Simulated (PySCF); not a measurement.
Cartesian coordinates in Å; atom numbers follow the order of the lines, from 1:
```xyz
18

C    -2.8507   -0.1122   -0.8130
Si   -1.7728   -0.0839    0.7552
Cl   -2.2590    1.5551    1.8587
Cl   -2.1654   -1.7416    1.8631
C     0.0741   -0.0168    0.3479
C     0.6214    1.1401   -0.2061
C     1.9650    1.2133   -0.5221
C     2.7919    0.1266   -0.2906
C     2.2657   -1.0307    0.2574
C     0.9205   -1.1005    0.5718
H    -2.6759    0.7667   -1.4266
H    -2.6388   -0.9867   -1.4212
H    -3.9078   -0.1318   -0.5608
H    -0.0144    1.9951   -0.3843
H     2.3687    2.1202   -0.9481
H     3.8425    0.1823   -0.5353
H     2.9058   -1.8813    0.4416
H     0.5205   -2.0073    1.0006
```

PySCF calculation with coordinates at the GFN2-xTB level and shielding tensors at PBE0/pcSseg-1 (GIAO); isolated molecule, single conformer, no relativistic terms, fast rotation and ring inversion assumed for equivalent nuclei.

Scale: 13C (σref 186.93), 1H (σref 31.72), 29Si (σref 349.16) against TMS; HCl for 35Cl (σref 949.78) (reference shieldings calculated alike).

```json
{"atoms": "C7/C9", "nucleus": "13C", "count": "2", "Hirshfeld charge": "-0.04", "δ (ppm)": "?"}
{"atoms": "H16", "nucleus": "1H", "count": "1", "Hirshfeld charge": "0.05", "δ (ppm)": "7.75"}
{"atoms": "C1", "nucleus": "13C", "count": "1", "Hirshfeld charge": "-0.22", "δ (ppm)": "10.7"}
{"atoms": "Cl3/Cl4", "nucleus": "35Cl", "count": "2", "Hirshfeld charge": "-0.11", "δ (ppm)": "64"}
{"atoms": "C6/C10", "nucleus": "13C", "count": "2", "Hirshfeld charge": "-0.05", "δ (ppm)": "?"}
{"atoms": "H14/H18", "nucleus": "1H", "count": "2", "Hirshfeld charge": "0.04", "δ (ppm)": "7.88"}
{"atoms": "C5", "nucleus": "13C", "count": "1", "Hirshfeld charge": "-0.10", "δ (ppm)": "141.7"}
{"atoms": "H11/H12/H13", "nucleus": "1H", "count": "3", "Hirshfeld charge": "0.05", "δ (ppm)": "0.77"}
{"atoms": "H15/H17", "nucleus": "1H", "count": "2", "Hirshfeld charge": "0.05", "δ (ppm)": "?"}
{"atoms": "C8", "nucleus": "13C", "count": "1", "Hirshfeld charge": "-0.04", "δ (ppm)": "136.8"}
{"atoms": "Si2", "nucleus": "29Si", "count": "1", "Hirshfeld charge": "0.39", "δ (ppm)": "28.2"}
```

**Question.** Fill in the missing shifts.

**Answer.** 
- C6/C10: 138.8 ppm, aromatic CH; the aromatic region
- C7/C9: 133.3 ppm, aromatic CH; the aromatic region
- H15/H17: 7.72 ppm, hydrogen on an aromatic CH; it sits in the deshielding region of the aromatic ring current

Shifts are as computed. Against solution values, carbons near 30 ppm lie about +3 ppm off and those near 130 ppm about +5 ppm. Of 1211 compounds with measured shifts, 218 miss one by over three times the rms of a fit or turn the order of signals round; such compounds aren't used in these exercises.
